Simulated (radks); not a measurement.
The numbers below are computed, except where a source is named.
All-electron atom: Cl10+ in [He] 2s2 2p3. Level of theory: non-relativistic Kohn-Sham, PBE, spin-polarised, spherical densities, point nucleus; open shells are filled with parallel spins first (a radial shooting solver on a logarithmic mesh with Libxc functionals).

Unscreened Slater integrals over Kohn-Sham orbitals (eV). They are taken over the spin-up orbitals. Empty in this configuration: 3s.

integral,value
"F0(2p,2p)",68.657
"F2(2p,2p)",32.584
"F0(2p,2s)",63.355
"G1(2p,2s)",36.665
"F0(2p,1s)",93.826
"G1(2p,1s)",15.695
"F0(2p,3s)",31.050
"G1(2p,3s)",3.1721
"F0(2s,2s)",59.927
"F0(2s,1s)",84.026
"G0(2s,1s)",7.7629
"F0(2s,3s)",30.443
"G0(2s,3s)",2.5039
"F0(1s,1s)",280.39
"F0(1s,3s)",35.273
"G0(1s,3s)",1.6376
"F0(3s,3s)",23.727

Derived for the open shells (J is the average intra-shell exchange parameter used in DFT+U). 2p: J = F2/5 = 6.517 eV.
